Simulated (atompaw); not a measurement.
## Building the PAW (atompaw) potential for Se (Z = 34) (PBE, non-relativistic).

atompaw 4.2.0.5 input, output lines left out:

```
Se 34
GGA-PBE loggrid 1500 logderivrange -6 5 276
4 4 3 0 0 0
4 0 1.75
4 1 4.25
0 0 0
c
c
c
v
c
c
v
v
2
2.00 1.45 1.80 1.90
y
-0.5
n
y
0.35
n
y
-3.3
n
modrrkj vanderbiltortho besselshape
3 0 ultrasoft
2.00
2.00
2.00
2.00
0.80
0.80
```

All-electron outer shells of the reference configuration (PBE, non-relativistic, ld1.x):

| shell | level (eV) | outermost node (bohr) | outermost maximum (bohr) |
| --- | --- | --- | --- |
| 3p | -151.77 | 0.22 | 0.50 |
| 3d | -54.85 | – | 0.45 |
| 4s | -16.92 | 0.71 | 1.55 |
| 4p | -6.70 | 0.74 | 1.82 |

Q: Does the generator finish with these settings?

A: No. atompaw 4.2.0.5 stopped with "atompaw: The overlap operator has at least one negative eigenvalue!": the overlap operator built from these waves and projectors is not positive definite.
